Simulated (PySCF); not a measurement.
Frontier orbitals and the lowest excitations

C4H8O2Si2.
Atom-mapped SMILES: `[CH:1]#[C:2][Si@@:3]1([OH:4])[CH2:5][CH2:6][SiH2:7][O:8]1` (hydrogens: H9 on C1; H10 on O4; H11, H12 on C5; H13, H14 on C6; H15, H16 on Si7)

Level of theory: TDDFT wB97X-D/def2-SVPD, vertical, gas phase, core orbitals frozen in the response in PySCF 2.14.0, density-fitted response routines. Geometry: GFN2-xTB, one conformer, isolated molecule.

Kohn–Sham orbitals with the atoms that hold most of them (Löwdin shares over 4%, at most four atoms; ? is withheld):

```csv
orbital,ε (eV),atoms
HOMO-3,-10.70,"O8 27%, Si7 16%, H15 13%, C6 8%"
HOMO-2,-10.38,"C2 28%, C1 26%, C6 12%, Si7 8%"
HOMO-1,-10.17,"C1 33%, C2 33%, O8 12%"
HOMO,-10.01,?
LUMO,1.59,?
LUMO+1,1.80,"C1 28%, C2 27%, Si3 14%, H9 6%"
LUMO+2,1.94,"C1 16%, Si3 15%, Si7 14%, C2 12%"
```

Q: Give the leading atoms of the HOMO.

A: C6 (bonded to C, Si and 2 H) 17%; C5 (bonded to C, Si and 2 H) 17%; C2 (bonded to C and Si) 13%; C1 (bonded to C and H) 12%.

Q: Give the leading atoms of the LUMO.

A: C1 (bonded to C and H) 19%; Si3 (bonded to 2 C and 2 O) 18%; C2 (bonded to C and Si) 17%; O4 (bonded to Si and H) 14%. By element: carbon 36% or more, silicon 18% or more, oxygen 14% or more.

Q: The HOMO–LUMO gap is 11.60 eV. Where does the response calculation put the lowest singlet, and from which orbitals?

A: S1 is at 6.20 eV (f = 0.0000), 5.40 eV below the gap, made of HOMO-1→LUMO (36%), HOMO-2→LUMO+1 (15%), HOMO-1→LUMO+2 (15%). Its leading pair isn't HOMO and LUMO; the energies of that pair differ by 11.76 eV. Without the coupling terms of the response equations the lowest excitation would equal the gap.

Next come S2 at 6.46 eV (f 0.0005), HOMO-1→LUMO+1 (35%), HOMO-2→LUMO (15%), HOMO→LUMO (13%); S3 at 6.47 eV (f 0.0009), HOMO-2→LUMO+1 (33%), HOMO→LUMO+1 (24%), HOMO-1→LUMO (14%); S4 at 7.53 eV (f 0.013), HOMO→LUMO+1 (17%), HOMO→LUMO+2 (16%), HOMO→LUMO (16%); S5 at 7.72 eV (f 0.0038), HOMO→LUMO (35%), HOMO→LUMO+2 (13%), HOMO→LUMO+1 (9%).
